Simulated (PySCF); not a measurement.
## C⁺: ionisation energy

C⁺ [He] 2s2 2p1 (2P) → C²⁺ [He] 2s2 (1S), as a difference of total energies. Computed with PySCF 2.14 in aug-cc-pVDZ (4s3p2d, 23 functions), with no relativity, point nucleus. Correlated levels: valence: 1s2 frozen. The calculations carry no spin-orbit coupling.

| method | ionisation energy (eV) | error (eV) |
| --- | --- | --- |
| UHF | 24.180 | -0.198 |
| MP2 (valence) | 24.236 | -0.142 |
| SCS-MP2 (valence) | 24.190 | -0.188 |
| CCSD (valence) | 24.051 | -0.327 |
| CCSD(T) (valence) | 24.070 | -0.308 |
| CCSDT (valence) | 24.076 | -0.302 |
| FCI (valence) | 24.076 | -0.302 |

Reference: 24.378 eV (measured; NIST levels, between the centres of gravity of the two terms).

Errors of the correlated levels include the incompleteness of this basis and the frozen core.

The coupled-cluster amplitudes are large for C²⁺ (T1 above 0.03 or a double amplitude above 0.15), so a single reference is strained.
